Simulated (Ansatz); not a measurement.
C₂H₁₀BNSi, SMILES `CB(C)N[SiH3]`, relaxed with RKS PBE-D4/def2-SVP in the Gaussian-basis code of Ansatz from a rough embedded geometry. The force threshold is 0.03 eV/Å; the program also tests the step.

Charge 0, multiplicity 1.

Start:

```xyz
15

C     0.293   -0.361   -1.854
B     0.020   -0.497   -0.316
C    -1.337   -1.139    0.154
N     1.118   -0.161    0.769
Si    0.619    1.371    1.536
H    -0.606   -0.622   -2.445
H     1.168   -0.902   -2.152
H     0.472    0.773   -2.035
H    -2.240   -0.524   -0.106
H    -1.359   -1.283    1.286
H    -1.477   -2.165   -0.294
H     1.958    0.096    0.193
H     1.654    1.837    2.445
H     0.356    2.455    0.536
H    -0.639    1.120    2.282
```

Q: By how much does the energy fall, and how many steps does the optimiser take? (An estimate is asked.)

A: The calculation gave: 22.31 kcal/mol, in 19 steps, 2 of them rejected.

Q: Which bonds change most? (Estimate.)

A: The calculation gave: B2–N4 from 1.580 to 1.425 Å; Si5–H13 from 1.454 to 1.505 Å; C1–H8 from 1.162 to 1.113 Å; C1–H7 from 1.071 to 1.110 Å.

Q: Give the relaxed structure. (Best estimate.)

A: Ansatz gave: 
```xyz
15

C     0.425   -0.768   -1.967
B    -0.015   -0.252   -0.532
C    -1.491   -0.520   -0.009
N     0.916    0.448    0.289
Si    0.645    1.118    1.904
H     0.194   -1.848   -2.091
H     1.499   -0.620   -2.202
H    -0.165   -0.249   -2.754
H    -2.243   -0.234   -0.775
H    -1.768   -0.013    0.939
H    -1.633   -1.612    0.152
H     1.859    0.580   -0.093
H     1.946    1.735    2.340
H    -0.422    2.180    1.904
H     0.252    0.056    2.895
```
